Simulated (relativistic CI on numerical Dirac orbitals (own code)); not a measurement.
## Spin-allowed bands of a d3 ion in an octahedral site, by hand

Problem. Take Δ = 26750 cm⁻¹ and B = 680 cm⁻¹ for a d3 ion in an octahedral site. Calculate the three spin-allowed bands.

Working.
1. The terms of highest spin are 4F (energy 0) and 4P (15B = 10200 cm⁻¹). Here the F term splits into A2 at −1.2Δ = -32100, T2 at −0.2Δ = -5350 and T1 at +0.6Δ = 16050 cm⁻¹.
2. The two T1 states mix through the element 0.4Δ: H = [[16050, 10700], [10700, 10200]], with roots ½(H₁₁ + H₂₂) ∓ ½√[(H₂₂ − H₁₁)² + 4H₁₂²] = ½(26250) ∓ ½(22185) = 2032 and 24218 cm⁻¹.
3. The ground term is 4A2 at -32100 cm⁻¹.
4. Bands: 4T2 26750 cm⁻¹ (374 nm), 4T1(F) 34132 cm⁻¹ (293 nm), 4T1(P) 56318 cm⁻¹ (178 nm).

Check. Exact diagonalisation of the whole d3 shell with these parameters gives 4T2 26750, 4T1 34132, 4T1 56318 cm⁻¹. The match is exact, since without spin-orbit coupling no other term has this spin. The ratio of the second band to the first, 1.276, depends on Δ/B = 39.3 alone, which is how a Tanabe-Sugano diagram is read.
